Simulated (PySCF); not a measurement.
## S (sulfur, neutral): r2SCAN calculation

Configuration: [Ne] 3s2 3p4, high-spin 3P determinant. All numbers are calculated (PySCF 2.14, no relativity, point nucleus, in aug-cc-pV(D+d)Z (5s4p3d, 32 functions)).

```
Total energy                                                  : -398.0792 hartree
One-electron energy                                           : -549.3691 hartree
Hartree (Coulomb) energy                                      : 176.8813 hartree
Exchange-correlation energy                                   : -25.5914 hartree
Kinetic energy                                                : 397.22747 hartree
⟨S²⟩                                                          : 2.0061
⟨L²⟩                                                          : 2.020
Sum of ⟨r⟩                                                    : 15.47 bohr
Sum of ⟨r²⟩                                                   : 29.16 bohr²
Traceless quadrupole moment −½Σ⟨3z² − r²⟩ along its main axis : -2.27 e·bohr²
Density at the nucleus (Gaussians lack the cusp)              : 2600 bohr⁻³
Spin density at the nucleus                                   : 0.154 bohr⁻³
Langevin diamagnetic susceptibility                           : -23.1 ×10⁻⁶ cm³/mol
Time after the integrals                                      : 0.31 s of wall time on 1 thread of Neoverse-V2 (shared host)
```

```tsv
shell	electrons	mean orbital energy (hartree)	spread (hartree)	rms radius, mean of both spins (bohr)
1s α	1	-88.61924	0	0.113
1s β	1	-88.60698	0	0.113
2s α	1	-7.91139	0	0.522
2s β	1	-7.90379	0	0.522
2p α	3	-5.85793	0.01931	0.494
2p β	3	-5.84302	0.00680	0.494
3s α	1	-0.69771	0	1.85
3s β	1	-0.58731	0	1.85
3p α	3	-0.30004	0.05566	2.25
3p β	1	-0.23334	0	2.25
```
